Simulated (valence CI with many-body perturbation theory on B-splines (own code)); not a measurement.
The numbers below are computed, except where a source is named.
Level structure of Pm XXIX

Method: valence CI with perturbative core correlation (CI+MBPT): five valence electrons over a frozen Dirac-Fock core [Ar] 3d10, radial functions for each j: 9 s, 9 p, 8 d, 6 f, 3 g, 1 h, with the one-electron correlation potential Σ1 (screened to all orders), the two-electron term Σ2, the three-electron term Σ3, Breit, model QED; selected single and double excitations, second order for the rest, scaled by the run's own slope (own B-spline code, finite nucleus).

The last digits are not significant, and no measured levels were compared; by estimate large intervals hold to a few tenths of a per cent, small ones and those within an open d or f shell to about a per cent. Among the levels kept, up to 780 cm⁻¹ of a level comes from second order outside the variational space, and about a tenth of that is noise between levels of different J, which matters for small intervals.

Levels 1 to 36 of 36, with energies above the lowest level, (4s^2 4p1/2^2 4p3/2) J=3/2. "Leading %" is the weight of the configuration and term that name the level; weights of strongly mixed levels are sums over their largest components and can fall short, so below about 35 % the name and the second component can differ from the true leading terms, or belong to a minority configuration. In the jj column 3d3/2^4 stands for four electrons in 3d with j = 3/2.

| No. | Configuration | Term | J | E (cm⁻¹) | Leading % | Leading jj | Second component | g |
| --- | --- | --- | --- | --- | --- | --- | --- | --- |
| 1 | 4s2 4p3 | 2P° | 3/2 | 0 | 42 | 4s^2 4p1/2^2 4p3/2 (97 %) | 32 % 4s2 4p3 4S° | 1.419 |
| 2 | 4s2 4p3 | 4S° | 3/2 | 232010 | 51 | 4s^2 4p1/2 4p3/2^2 (97 %) | 46 % 4s2 4p3 2D° | 1.427 |
| 3 | 4s2 4p3 | 2D° | 5/2 | 264270 | 98 | 4s^2 4p1/2 4p3/2^2 (98 %) |  | 1.198 |
| 4 | 4s2 4p3 | 2P° | 1/2 | 305180 | 98 | 4s^2 4p1/2 4p3/2^2 (98 %) |  | 0.662 |
| 5 | 4s2 4p3 | 2P° | 3/2 | 541850 | 55 | 4s^2 4p3/2^3 (97 %) | 28 % 4s2 4p3 2D° | 1.282 |
| 6 | 4s 4p4 | 4P | 5/2 | 757410 | 74 | 4s 4p1/2^2 4p3/2^2 (90 %) | 19 % 4s 4p4 2D | 1.512 |
| 7 | 4s 4p4 | 2D | 3/2 | 828780 | 23 | 4s 4p1/2^2 4p3/2^2 (56 %) | 19 % 4s 4p4 2P | 1.124 |
| 8 | 4s 4p4 | 2S | 1/2 | 851170 | 47 | 4s 4p1/2^2 4p3/2^2 (86 %) | 42 % 4s 4p4 4P | 2.251 |
| 9 | 4s2 4p2 4d | 4F | 3/2 | 906950 | 34 | 4s^2 4p1/2^2 4d3/2 (62 %) | 15 % 4s 4p4 4P | 0.892 |
| 10 | 4s2 4p2 4d | 4F | 5/2 | 970430 | 28 | 4s^2 4p1/2^2 4d5/2 (85 %) | 26 % 4s2 4p2 4d 4D | 1.187 |
| 11 | 4s 4p4 | 4P | 3/2 | 1016000 | 53 | 4s 4p1/2 4p3/2^3 (79 %) | 25 % 4s 4p4 2D | 1.412 |
| 12 | 4s 4p4 | 2D | 5/2 | 1055100 | 60 | 4s 4p1/2 4p3/2^3 (76 %) | 17 % 4s 4p4 4P | 1.270 |
| 13 | 4s2 4p2 4d | 4D | 1/2 | 1085000 | 36 | 4s^2 4p1/2 4p3/2 4d3/2 (57 %) | 22 % 4s 4p4 2P | 0.851 |
| 14 | 4s2 4p2 4d | 2P | 3/2 | 1085300 | 24 | 4s^2 4p1/2 4p3/2 4d3/2 (64 %) | 22 % 4s2 4p2 4d 4F | 1.026 |
| 15 | 4s2 4p2 4d | 2F | 5/2 | 1109900 | 55 | 4s^2 4p1/2 4p3/2 4d3/2 (86 %) | 38 % 4s2 4p2 4d 4F | 0.947 |
| 16 | 4s2 4p2 4d | 2G | 7/2 | 1134300 | 36 | 4s^2 4p1/2 4p3/2 4d3/2 (87 %) | 34 % 4s2 4p2 4d 4F | 1.088 |
| 17 | 4s2 4p2 4d | 4D | 1/2 | 1144600 | 49 | 4s^2 4p1/2 4p3/2 4d3/2 (45 %) | 21 % 4s 4p4 2P | 0.743 |
| 18 | 4s2 4p2 4d | 4D | 7/2 | 1160100 | 48 | 4s^2 4p1/2 4p3/2 4d5/2 (97 %) | 32 % 4s2 4p2 4d 4F | 1.312 |
| 19 | 4s 4p4 | 2P | 3/2 | 1168300 | 30 | 4s 4p1/2 4p3/2^3 (44 %) | 27 % 4s2 4p2 4d 4D | 1.095 |
| 20 | 4s2 4p2 4d | 2G | 9/2 | 1193800 | 52 | 4s^2 4p1/2 4p3/2 4d5/2 (96 %) | 47 % 4s2 4p2 4d 4F | 1.215 |
| 21 | 4s2 4p2 4d | 4P | 5/2 | 1206700 | 36 | 4s^2 4p1/2 4p3/2 4d5/2 (60 %) | 18 % 4s2 4p2 4d 4F | 1.244 |
| 22 | 4s2 4p2 4d | 2P | 3/2 | 1214900 | 31 | 4s^2 4p1/2 4p3/2 4d5/2 (42 %) | 25 % 4s2 4p2 4d 4D | 1.137 |
| 23 | 4s2 4p2 4d | 4D | 5/2 | 1243500 | 36 | 4s^2 4p1/2 4p3/2 4d3/2 (40 %) | 22 % 4s2 4p2 4d 2D | 1.251 |
| 24 | 4s2 4p2 4d | 4P | 1/2 | 1244900 | 40 | 4s^2 4p1/2 4p3/2 4d3/2 (82 %) | 31 % 4s2 4p2 4d 2S | 2.012 |
| 25 | 4s2 4p2 4d | 2P | 3/2 | 1254400 | 42 | 4s^2 4p1/2 4p3/2 4d5/2 (43 %) | 36 % 4s2 4p2 4d 4P | 1.482 |
| 26 | 4s2 4p2 4d | 2G | 7/2 | 1263500 | 42 | 4s^2 4p1/2 4p3/2 4d5/2 (75 %) | 31 % 4s2 4p2 4d 2F | 1.071 |
| 27 | 4s2 4p2 4d | 2D | 3/2 | 1297200 | 71 | 4s^2 4p1/2 4p3/2 4d5/2 (75 %) | 9 % 4s2 4p2 4d 2P | 0.854 |
| 28 | 4s2 4p2 4d | 2D | 5/2 | 1297400 | 54 | 4s^2 4p1/2 4p3/2 4d5/2 (70 %) | 29 % 4s2 4p2 4d 2F | 1.148 |
| 29 | 4s2 4p2 4d | 2P | 1/2 | 1319300 | 70 | 4s^2 4p1/2 4p3/2 4d5/2 (65 %) | 12 % 4s 4p4 2S | 1.055 |
| 30 | 4s 4p4 | 2P | 1/2 | 1368100 | 35 | 4s 4p3/2^4 (50 %) | 25 % 4s2 4p2 4d 2S | 1.486 |
| 31 | 4s2 4p2 4d | 2F | 7/2 | 1434200 | 48 | 4s^2 4p3/2^2 4d5/2 (96 %) | 40 % 4s2 4p2 4d 4D | 1.258 |
| 32 | 4s2 4p2 4d | 4F | 9/2 | 1446000 | 52 | 4s^2 4p3/2^2 4d5/2 (96 %) | 47 % 4s2 4p2 4d 2G | 1.226 |
| 33 | 4s2 4p2 4d | 2P | 1/2 | 1447500 | 58 | 4s^2 4p3/2^2 4d3/2 (68 %) | 25 % 4s2 4p2 4d 4P | 1.123 |
| 34 | 4s2 4p2 4d | 2D | 3/2 | 1455500 | 42 | 4s^2 4p3/2^2 4d3/2 (86 %) | 26 % 4s2 4p2 4d 4P | 1.151 |
| 35 | 4s2 4p2 4d | 2D | 5/2 | 1461100 | 34 | 4s^2 4p3/2^2 4d3/2 (75 %) | 18 % 4s2 4p2 4d 4P | 1.211 |
| 36 | 4s2 4p2 4d | 2F | 7/2 | 1490100 | 73 | 4s^2 4p3/2^2 4d3/2 (82 %) | 18 % 4s2 4p2 4d 2G | 1.101 |

The ionisation energy to 4s2 4p2 3P_0 of the next ion comes out as 1041.1 eV (NIST: 1040 ± 4 eV (theoretical)). All 36 levels together are meant to be complete up to 1491600 cm⁻¹.
